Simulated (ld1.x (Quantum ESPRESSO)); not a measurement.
Cutoff test, rhodium (Rh), ultrasoft

rhodium, ultrasoft, made with ld1.x (Quantum ESPRESSO) 7.5 (LDA (PZ), fully relativistic). Core [Ar] 3d10 4s2, reference 4p6 4d8 5s0.75 5p0 (charge +0.25). Waves: 5s (bound): rcut 1.90, rcutus 2.60 bohr; 5s channel at -0.15 Ry: rcut 1.90, rcutus 2.60 bohr; 4p (bound): rcut 1.45, rcutus 1.70 bohr; 5p (bound, empty): rcut 1.45, rcutus 1.70 bohr; 4d (bound): rcut 1.45, rcutus 1.90 bohr; 4d channel at 3.75 Ry: rcut 1.45, rcutus 1.90 bohr. Local part: all-electron potential smoothed inside 2.60 bohr (lloc = -2). Core correction: none. Augmentation charge: PSQ, radius 1.50 bohr.

Open shells are filled in proportion to 2j + 1 (rel_dist='average').

The pseudo-atom Hamiltonian at the reference potential is diagonalised in spherical Bessel functions j_l(qr) that vanish at 20 bohr, with q² up to the cutoff. All-electron valence levels (Ry): 5s -0.4519, 4p1/2 -4.0460, 5p1/2 -0.1706, 4p3/2 -3.7551, 5p3/2 -0.1590, 4d3/2 -0.6025, 4d5/2 -0.5733.

How do the lowest levels (Ry) of each channel move with the cutoff, and are there ghosts?

```csv
cutoff (Ry),s #1,s #2,p1/2 #1,p1/2 #2,p1/2 #3,p3/2 #1,p3/2 #2,p3/2 #3,d3/2 #1,d5/2 #1,f #1,Σ f·Δε (mRy)
8,-0.4523,-0.0372,-3.3058,-0.1092,0.0216,-3.0514,-0.1050,0.0228,-0.0036,-0.0048,0.0743,8942.0
12,-0.4524,-0.0372,-3.7962,-0.1255,0.0173,-3.5150,-0.1208,0.0184,-0.3115,-0.2943,0.0743,3732.2
18,-0.4524,-0.0372,-3.9986,-0.1367,0.0147,-3.7093,-0.1319,0.0157,-0.5464,-0.5187,0.0743,721.1
25,-0.4524,-0.0372,-4.0413,-0.1478,0.0123,-3.7507,-0.1422,0.0134,-0.5966,-0.5675,0.0743,75.2
35,-0.4524,-0.0372,-4.0451,-0.1652,0.0089,-3.7543,-0.1557,0.0106,-0.6021,-0.5729,0.0743,9.7
45,-0.4524,-0.0372,-4.0457,-0.1705,0.0079,-3.7549,-0.1590,0.0100,-0.6025,-0.5733,0.0743,3.3
55,-0.4524,-0.0372,-4.0459,-0.1707,0.0079,-3.7551,-0.1592,0.0099,-0.6026,-0.5734,0.0743,1.0
70,-0.4524,-0.0372,-4.0460,-0.1709,0.0079,-3.7551,-0.1592,0.0099,-0.6026,-0.5734,0.0743,0.6
400,-0.4524,-0.0372,-4.0460,-0.1709,0.0079,-3.7552,-0.1593,0.0099,-0.6027,-0.5735,0.0743,0.0
```

Result: no extra level below or beside the all-electron valence levels (s, p1/2, p3/2, d3/2, d5/2, f tested); 10 mRy is reached at 35 Ry and 1 mRy at 55 Ry.

Test run stopped at test 3 of 7 (negative rho).
